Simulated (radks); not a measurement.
The numbers below are computed, except where a source is named.
The gold ion Au+, 78 electrons, occupied as [Xe] 4f14 5d10.

Code: a radial shooting solver on a logarithmic mesh with Libxc functionals. Model: scalar-relativistic Kohn-Sham, LDA (Slater exchange, Perdew-Wang correlation), spin-unpolarised, spherical densities, point nucleus.

Energy parts (eV):
part                       energy
total                  -517043.71
kinetic                 578513.27
electron-nucleus      -1286283.73
Hartree                 200293.94
exchange-correlation     -9567.19

Orbitals (lengths in bohr, moments of r in powers of bohr; <r^-3> diverges for s and p1/2; r(90%) holds 90 % of the orbital's charge):
\begin{tabular}{lrrrrrr}
orbital & occ. & eigenvalue (eV) & <r> & r(90%) & <r^2> & <r^-3> \\ \hline
1s & 2 & -80732.22 & 0.01687 & 0.0308 & 0.0003934 & - \\
2s & 2 & -14252.51 & 0.07115 & 0.111 & 0.005999 & - \\
2p & 6 & -12325.89 & 0.06426 & 0.105 & 0.005049 & 25470 \\
3s & 2 & -3370.126 & 0.1840 & 0.270 & 0.03871 & - \\
3p & 6 & -2811.462 & 0.1852 & 0.277 & 0.03978 & 5824 \\
3d & 10 & -2214.083 & 0.1677 & 0.260 & 0.03294 & 723.7 \\
4s & 2 & -737.5020 & 0.4073 & 0.584 & 0.1872 & - \\
4p & 6 & -554.2814 & 0.4339 & 0.629 & 0.2140 & 1405 \\
4d & 10 & -334.3924 & 0.4586 & 0.684 & 0.2431 & 152.5 \\
5s & 2 & -117.3475 & 0.9261 & 1.32 & 0.9630 & - \\
4f & 14 & -90.1109 & 0.4988 & 0.801 & 0.3017 & 29.40 \\
5p & 6 & -68.6733 & 1.072 & 1.56 & 1.303 & 238.4 \\
5d & 10 & -15.6199 & 1.577 & 2.47 & 2.963 & 13.42 \\
\end{tabular}

The highest occupied level is 5d at -15.620 eV. Summed over all electrons, <r^2> = 48.37 bohr^2, which gives a Langevin (diamagnetic) susceptibility term of -38.3 x 10^-6 cm^3/mol. The density falls to 0.001 e/bohr^3 at r = 3.78 bohr.
